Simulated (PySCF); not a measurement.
# C₆ coefficients of unlike pairs at UHF

Calculated with PySCF 2.14 from the dipole response of each species, C₆(A,B) = (3/π) ∫ α_A(iu) α_B(iu) du, in atomic units, from isotropic polarisabilities. For ions this is the dispersion term alone; charge-induced terms of lower order in 1/R come first.

| species | configuration | basis | relativity | α (bohr³) | C₆ (like pair) |
| --- | --- | --- | --- | --- | --- |
| Pb²⁺ | [Xe] 4f14 5d10 6s2 (1S) | def2-QZVPPD with the def2 core potential (60 electrons) (8s6p5d4f1g) | core potential | 15.59 | 108.0 |
| Br⁺ | [Ar] 3d10 4s2 4p4 (3P) | def2-TZVPPD (7s6p5d1f) | none | 12.40 | 76.22 |
| Li⁺ | 1s2 (1S) | aug-cc-pVQZ-DK (6s5p4d3f2g) | spin-free X2C | 0.1791 | 0.06329 |
| Si | [Ne] 3s2 3p2 (3P) | aug-cc-pV(Q+d)Z with one added diffuse shell each of s, p, d, f, g type (8s7p6d4f3g) | none | 38.47 | 316.0 |

(1) Estimate C₆ for Br⁺ with Pb²⁺.

No spin-orbit coupling is included.

The other pairs:

```csv
pair,C₆
"Si, Pb²⁺",170.6
"Li⁺, Br⁺",1.796
"Si, Li⁺",2.780
"Si, Br⁺",143.7
"Li⁺, Pb²⁺",2.249
```

## Answers

(1) The integral gives 90.08. The combination rule 2 C_A C_B / (C_A α_B/α_A + C_B α_A/α_B) gives 90.57 and the geometric mean 90.71.
